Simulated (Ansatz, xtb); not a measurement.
**Relative energy of two isomers of C4H6BFO**

Structure X: `FC1=COCBC1`, a singlet. Structure Y: `COBC#CCF`, a singlet. Both are isolated molecules in the gas phase, relaxed with PBE0-D3(BJ)/def2-SVP; the shapes shown needn't be the lowest conformers.

X (Å):

```xyz
13

C    -2.5241   -0.8976    1.2683
C    -1.4600   -1.0001    2.0748
C     0.0320   -1.7678    0.3910
C    -2.5421   -1.1933   -0.1841
B    -1.1279   -1.6688   -0.6453
F    -3.6906   -0.4896    1.8020
O    -0.2133   -1.3873    1.7323
H    -1.5441   -0.7551    3.1357
H     0.8972   -1.1855    0.0168
H     0.3947   -2.8170    0.3820
H    -0.8943   -1.9801   -1.7907
H    -3.2980   -1.9630   -0.4396
H    -2.8506   -0.3111   -0.7810
```

Y (Å):

```xyz
13

C    -0.8672   -3.4300    0.1518
C    -1.6828    0.2107    0.8759
C    -1.9433    1.2602    1.4392
C    -2.2537    2.5172    2.1000
B    -1.3592   -1.0690    0.1069
F    -2.3341    2.3933    3.4610
O    -1.1684   -2.2123    0.7832
H    -0.8162   -3.3198   -0.9439
H     0.1002   -3.8015    0.5228
H    -1.6407   -4.1709    0.4049
H    -1.2758   -1.0496   -1.1043
H    -3.2168    2.9031    1.7205
H    -1.4747    3.2616    1.8559
```

Quicker runs give these differences E(Y) − E(X): GFN2-xTB −9.4 kJ/mol; HF/STO-3G +3.1 kJ/mol (at GFN2-xTB geometries); r2SCAN-D4/def2-SVP −22.6 kJ/mol (at GFN2-xTB geometries).

Q: Which of the two would you expect CCSD(T)/def2-SVP + ΔMP2/def2-TZVPP electronic energies to favour?

A: Structure Y; the calculation gives E(Y) − E(X) = −63.1 kJ/mol.

How the difference moves with the method:

| level | geometry | E(Y) − E(X) (kJ/mol) | departure from the last row (kJ/mol) | job, with rough time for the two |
| --- | --- | --- | --- | --- |
| GFN2-xTB | GFN2-xTB | −9.4 | +53.7 | optimisation, 0.45 s |
| HF/STO-3G | GFN2-xTB | +3.1 | +66.3 | single point, 0.76 s |
| r2SCAN-D4/def2-SVP | GFN2-xTB | −22.6 | +40.5 | single point, 4.6 s |
| PBE0-D3(BJ)/def2-SVP | PBE0-D3(BJ)/def2-SVP | −11.5 | +51.7 | optimisation, 66 s |
| HF/def2-SVP | PBE0-D3(BJ)/def2-SVP | −71.6 | −8.5 | part of the CCSD(T) run |
| MP2/def2-SVP | PBE0-D3(BJ)/def2-SVP | −72.6 | −9.4 | part of the CCSD(T) run |
| CCSD(T)/def2-SVP | PBE0-D3(BJ)/def2-SVP | −64.6 | −1.5 | single point |
| CCSD(T)/def2-SVP + ΔMP2/def2-TZVPP | PBE0-D3(BJ)/def2-SVP | −63.1 |  | single point, 83 s |

As drawn, Y has 1 B–O, 1 C≡C in place of 1 C=C, 1 C–O, 1 C–B. Structure X has a 6-membered ring, Y no ring.

HF/STO-3G puts the two in the other order. The largest departure from CCSD(T)/def2-SVP + ΔMP2/def2-TZVPP is that of HF/STO-3G, 66.3 kJ/mol. The last row adds to CCSD(T) the change of the MP2 difference between the two basis sets, here +1.5 kJ/mol.

With thermal terms from frequencies at re-optimised GFN2-xTB minima (ideal gas, soft modes damped towards free rotors, one conformer each, 298.15 K, 1 atm): the zero-point term adds −2.2 kJ/mol; ΔH is −60.7 and ΔG −72.8 kJ/mol.

The correlated steps freeze 7 core orbitals. Codes used: Ansatz 0.2.0, xtb 6.7.1; the last row on 2 threads of Intel(R) Xeon(R) Processor @ 2.70GHz on a shared host.
